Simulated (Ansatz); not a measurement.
SiH₃Cl, SMILES [SiH3]Cl.

The structure is a stationary point at B3LYP-D3(BJ)/def2-TZVP. The isomer is the one that the SMILES or the coordinates give; other isomers of the formula were not compared.

Two levels are set side by side: PBE/def2-TZVPD (Ansatz, an electronic-structure program) and CAM-B3LYP/def2-TZVPD (Ansatz). Energy differences of separate SCF runs at the same geometry; the states with an electron removed or added have multiplicity 2 and 2. Differences are taken from unrounded values.

```json
[
 {"quantity": "vertical ionisation energy (eV)", "CAM-B3LYP": "11.63"},
 {"quantity": "vertical singlet–triplet gap (eV)", "CAM-B3LYP": "7.19"}
]
```

### Question
What does PBE give, and how far is it from CAM-B3LYP? (Estimate from the structure and the level; the computed values follow.)

### Answer

| quantity | PBE | PBE minus CAM-B3LYP |
|---|---|---|
| vertical ionisation energy (eV) | 11.14 | -0.49 |
| vertical singlet–triplet gap (eV) | 6.44 | -0.75 |
